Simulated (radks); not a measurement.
Q: The mean radii <r> (bohr) of the occupied orbitals of an atom or ion are listed with their occupations. Method: scalar-relativistic Kohn-Sham, PBE, spin-polarised, spherical densities, finite nucleus; Fermi nuclear charge, rms radius of each element as measured or else 0.836 A^(1/3) + 0.57 fm; computed with a radial shooting solver on a logarithmic mesh with Libxc functionals.

orbital  occ.      <r>
1s down     1  0.01744
1s up       1  0.01744
2s up       1  0.07362
2s down     1  0.07362
2p up       3  0.06624
2p down     3  0.06624
3s up       1   0.1905
3s down     1   0.1905
3p up       3   0.1913
3p down     3   0.1913
3d up       5   0.1733
3d down     5   0.1733
4s up       1   0.4234
4s down     1   0.4234
4p up       3   0.4505
4p down     3   0.4505
4d up       5   0.4785
4d down     5   0.4783
5s up       1   0.9797
5s down     1   0.9760
4f up       7   0.5360
4f down     7   0.5344
5p up       3    1.136
5p down     3    1.132
5d up       5    1.701
6s up       1    2.849
5d down     2    1.751
6s down     1    2.976

Name the element and its charge. Open shells, if any, are filled with parallel spins first.

A: Z = 77, iridium, charge 0: Ir in [Xe] 4f14 5d7 6s2. The 1s radius gives Z: for a bare nucleus <r> = (2 gamma + 1)/(2Z) with gamma = sqrt(1 - (Z/c)^2), 0.01724 bohr for Z = 77, and screening makes it slightly larger (0.01744 here). The occupations add up to 77, and the charge is Z minus that.
